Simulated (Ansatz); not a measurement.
Start from `O[SiH2]O` and change one atom or group to get `O[SiH](O)S`.

Ansatz, PBE0-D4/def2-TZVP geometries, multiplicity 1. Each molecule was computed in one conformer, which needn't be the lowest.

```csv
property,`O[SiH2]O`
HOMO energy (B3LYP/def2-TZVPP) / eV,-8.69
"ideal-gas entropy at 298 K and 1 bar (rigid rotor, harmonic PBE0-D4/def2-TZVP) / J/(mol·K)",277
LUMO energy (PBE0/def2-TZVPP) / eV,0.50
zero-point energy (PBE0-D4/def2-TZVP) / kJ/mol,120.0
size of the dipole moment (ωB97M-V/def2-TZVPP) / D,1.06
LUMO energy (ωB97M-V/def2-TZVPP) / eV,2.01
```

**Question.** Give the same properties after the change, and the shifts. (An estimate is asked.)

**Answer.** Computed: 
```json
{"property": "HOMO energy (B3LYP/def2-TZVPP) / eV", "`O[SiH](O)S`": "-7.40", "shift": "1.29"}
{"property": "ideal-gas entropy at 298 K and 1 bar (rigid rotor, harmonic PBE0-D4/def2-TZVP) / J/(mol·K)", "`O[SiH](O)S`": "333", "shift": "56"}
{"property": "LUMO energy (PBE0/def2-TZVPP) / eV", "`O[SiH](O)S`": "0.43", "shift": "-0.07"}
{"property": "zero-point energy (PBE0-D4/def2-TZVP) / kJ/mol", "`O[SiH](O)S`": "123.6", "shift": "3.6"}
{"property": "size of the dipole moment (ωB97M-V/def2-TZVPP) / D", "`O[SiH](O)S`": "2.05", "shift": "0.99"}
{"property": "LUMO energy (ωB97M-V/def2-TZVPP) / eV", "`O[SiH](O)S`": "2.02", "shift": "0.01"}
```

With PBE0 the HOMO rises by 1.22 eV and the LUMO falls by 0.07 eV, so the gap narrows by about 1.29 eV. PBE moves the HOMO by 0.99 eV and ωB97M-V by 1.31 eV. The zero-point energy changes by 3.6 kJ/mol with +3 modes. Dipoles are sizes alone; their direction can turn.

B3LYP here is the variant with VWN-RPA as its local correlation; programs differ in this.
